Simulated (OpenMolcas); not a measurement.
# A ladder of methods for InH3 (SMILES [InH3])

The species is InH3 (4 atoms), meant as a singlet with charge 0. As SMILES, `[InH3]`. The shape is that of a PBE0-D4/def2-TZVP optimisation.

Each level gives the HOMO–LUMO gap (eV). The values are calculated.

```
                            level             kind     program  value (eV)  CPU time
    HF/def2-TZVP (core potential)     Hartree–Fock  OpenMolcas       11.49     4.3 s
 SVWN5/def2-TZVP (core potential)              LDA  OpenMolcas        4.17     8.1 s
   PBE/def2-TZVP (core potential)              GGA  OpenMolcas        4.35      11 s
revPBE/def2-TZVP (core potential)              GGA  OpenMolcas        4.43      12 s
 M06-L/def2-TZVP (core potential)         meta-GGA  OpenMolcas        5.06      14 s
r2SCAN/def2-TZVP (core potential)         meta-GGA  OpenMolcas        4.99      14 s
M06-2X/def2-TZVP (core potential)  hybrid meta-GGA  OpenMolcas        7.81      14 s
  PBE0/def2-TZVP (core potential)    global hybrid  OpenMolcas        6.28      11 s
```

The values span 4.17 to 11.49 eV. Orbital gaps aren't excitation energies; they tend to grow with the share of exact exchange. CPU times are rough (shared hosts, several kinds of processor): they show what a rung costs within a factor of a few.
